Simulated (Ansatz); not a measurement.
Ansatz (a first-principles code) job for C₃H₆OSi, SMILES [SiH3]C(=O)C=C, PBE-D3(BJ)/def2-SVP. 

Ansatz 0.2 input:
```yaml
crystal:
  periodic: [false, false, false]
  atoms:
    - {symbol: C, position_ang: [0.30684052, -2.46774087, -0.00000000]}
    - {symbol: C, position_ang: [0.71877623, -1.19587559, 0.00000000]}
    - {symbol: C, position_ang: [-0.27400075, -0.07395888, 0.00000000]}
    - {symbol: O, position_ang: [-1.47368603, -0.28198901, -0.00000000]}
    - {symbol: Si, position_ang: [0.28741917, 1.77602071, -0.00000000]}
    - {symbol: H, position_ang: [-0.76661609, -2.68547116, -0.00000000]}
    - {symbol: H, position_ang: [1.00953274, -3.30617801, -0.00000001]}
    - {symbol: H, position_ang: [1.78332185, -0.93705427, 0.00000000]}
    - {symbol: H, position_ang: [1.77494773, 1.90332040, 0.00000000]}
    - {symbol: H, position_ang: [-0.27263115, 2.42122864, -1.21887133]}
    - {symbol: H, position_ang: [-0.27263115, 2.42122863, 1.21887134]}
basis:
  gaussian:
    orbitals: def2-SVP
hamiltonian:
  xc: pbe
  dispersion: d3bj
relax: {f_tol: 0.002, max_steps: 200}
```

Log of the run:

```
WARN ansatz: RAYON_NUM_THREADS=1 ignored (pool sized by the plan → 1); use --threads N
Functional definition: PBE
integrals: 0.05 GiB planned
1161 factors; their error is unknown
mean field: 0.27 GiB planned
mean field evaluation 1: about -13108.1297 eV, gradient 5.3e1 eV
mean field evaluation 2: about -13091.5637 eV, gradient 1.0e2 eV
mean field evaluation 4: about -13115.0349 eV, gradient 8.1e0 eV
mean field evaluation 8: about -13115.1960 eV, gradient 3.1e-1 eV
mean field evaluation 16: about -13115.1212 eV, gradient 1.9e-3 eV
mean field -13115.12124396 eV, -481.9718159669 hartree, gradient 5.8e-5 eV, S^2 0.000000; 0 other end points of the search recorded, 0 dependent functions left out
the calculation of the forces begins
reference -13115.12127912 eV, -481.9718172592 hartree; 23, 23 occupied and 81, 81 virtual orbitals, 1161 factors
relax step   1: F+E_penalty+E_count = -13115.35270961 eV  Δ(F+E_penalty+E_count) = +0.000e0 eV  max|allowed force component| = 1.026e0 eV/Å  Δτ_max = 0.0000 Å  (31 SCF iters, accepted)
these checks for a lower state are left out or cut short: starts, cluster_reference, orbital_swaps, neighbouring_geometries, increment
integrals: 0.05 GiB planned
1161 factors; their error is unknown
mean field: 0.27 GiB planned
mean field -13115.14373760 eV, -481.9726425930 hartree, gradient 5.8e-6 eV, S^2 0.000000; 0 other end points of the search recorded, 0 dependent functions left out
the calculation of the forces begins
reference -13115.14377284 eV, -481.9726438882 hartree; 23, 23 occupied and 81, 81 virtual orbitals, 1161 factors
relax step   2: F+E_penalty+E_count = -13115.37423736 eV  Δ(F+E_penalty+E_count) = -2.153e-2 eV  max|allowed force component| = 1.765e-1 eV/Å  Δτ_max = 0.0365 Å  (34 SCF iters, accepted)
these checks for a lower state are left out or cut short: starts, cluster_reference, orbital_swaps, neighbouring_geometries, increment
integrals: 0.05 GiB planned
1161 factors; their error is unknown
mean field: 0.27 GiB planned
mean field evaluation 32: about -13115.1458 eV, gradient 1.3e-4 eV
mean field -13115.14577268 eV, -481.9727173810 hartree, gradient 6.5e-6 eV, S^2 0.000000; 0 other end points of the search recorded, 0 dependent functions left out
the calculation of the forces begins
reference -13115.14580798 eV, -481.9727186783 hartree; 23, 23 occupied and 81, 81 virtual orbitals, 1161 factors
relax step   3: F+E_penalty+E_count = -13115.37585841 eV  Δ(F+E_penalty+E_count) = -1.621e-3 eV  max|allowed force component| = 6.027e-2 eV/Å  Δτ_max = 0.0076 Å  (35 SCF iters, accepted)
these checks for a lower state are left out or cut short: starts, cluster_reference, orbital_swaps, neighbouring_geometries, increment
integrals: 0.05 GiB planned
1161 factors; their error is unknown
mean field: 0.27 GiB planned
mean field -13115.14584977 eV, -481.9727202137 hartree, gradient 2.4e-5 eV, S^2 0.000000; 0 other end points of the search recorded, 0 dependent functions left out
the calculation of the forces begins
reference -13115.14588506 eV, -481.9727215109 hartree; 23, 23 occupied and 81, 81 virtual orbitals, 1161 factors
relax step   4: F+E_penalty+E_count = -13115.37593692 eV  Δ(F+E_penalty+E_count) = -7.851e-5 eV  max|allowed force component| = 1.852e-2 eV/Å  Δτ_max = 0.0022 Å  (25 SCF iters, accepted)
these checks for a lower state are left out or cut short: starts, cluster_reference, orbital_swaps, neighbouring_geometries, increment
integrals: 0.05 GiB planned
1161 factors; their error is unknown
mean field: 0.27 GiB planned
mean field -13115.14585993 eV, -481.9727205874 hartree, gradient 1.1e-5 eV, S^2 0.000000; 0 other end points of the search recorded, 0 dependent functions left out
the calculation of the forces begins
reference -13115.14589523 eV, -481.9727218845 hartree; 23, 23 occupied and 81, 81 virtual orbitals, 1161 factors
relax step   5: F+E_penalty+E_count = -13115.37594625 eV  Δ(F+E_penalty+E_count) = -9.327e-6 eV  max|allowed force component| = 3.913e-3 eV/Å  Δτ_max = 0.0008 Å  (25 SCF iters, accepted)
these checks for a lower state are left out or cut short: starts, cluster_reference, orbital_swaps, neighbouring_geometries, increment
integrals: 0.05 GiB planned
1161 factors; their error is unknown
mean field: 0.27 GiB planned
mean field -13115.14586135 eV, -481.9727206394 hartree, gradient 2.7e-5 eV, S^2 0.000000; 0 other end points of the search recorded, 0 dependent functions left out
the calculation of the forces begins
reference -13115.14589665 eV, -481.9727219366 hartree; 23, 23 occupied and 81, 81 virtual orbitals, 1161 factors
relax step   6: F+E_penalty+E_count = -13115.37594871 eV  Δ(F+E_penalty+E_count) = -2.465e-6 eV  max|allowed force component| = 1.604e-3 eV/Å  Δτ_max = 0.0004 Å  (21 SCF iters, accepted)
integrals: 0.05 GiB planned
1161 factors; their error is unknown
mean field: 0.27 GiB planned
mean field evaluation 64: about -13115.2214 eV, gradient 3.5e-1 eV
mean field -13115.14586135 eV, -481.9727206394 hartree, gradient 2.7e-5 eV, S^2 0.000000; 1 other end points of the search recorded, 0 dependent functions left out
the calculation of the forces begins
reference -13115.14589665 eV, -481.9727219366 hartree; 23, 23 occupied and 81, 81 virtual orbitals, 1161 factors
Total energy: -13115.37598401 eV, -481.9811774913 hartree
Atom 0 at     0.307970    -2.487065    -0.000000 Å, force    -0.001604     0.000631     0.000000 eV/Å
Atom 1 at     0.710346    -1.199399    -0.000000 Å, force     0.000998    -0.000198     0.000000 eV/Å
Atom 2 at    -0.283520    -0.081311     0.000000 Å, force     0.000802    -0.000170     0.000000 eV/Å
Atom 3 at    -1.496860    -0.279328     0.000000 Å, force     0.000156     0.000548    -0.000000 eV/Å
Atom 4 at     0.300603     1.781523    -0.000000 Å, force    -0.000428    -0.000224    -0.000000 eV/Å
Atom 5 at    -0.771948    -2.712021    -0.000000 Å, force     0.000317    -0.000602     0.000000 eV/Å
Atom 6 at     1.021029    -3.325525    -0.000000 Å, force     0.000216     0.000014    -0.000000 eV/Å
Atom 7 at     1.780346    -0.931072    -0.000000 Å, force    -0.000350    -0.000059    -0.000000 eV/Å
Atom 8 at     1.799426     1.940117     0.000000 Å, force     0.000073     0.000386    -0.000000 eV/Å
Atom 9 at    -0.273059     2.433807    -1.225509 Å, force    -0.000090    -0.000163    -0.000038 eV/Å
Atom 10 at    -0.273059     2.433807     1.225509 Å, force    -0.000090    -0.000163     0.000038 eV/Å
Dipole moment:     0.425607    -0.198663     0.000000 e Å
```

The run converged.

Cost: around 15 core-seconds (rough).
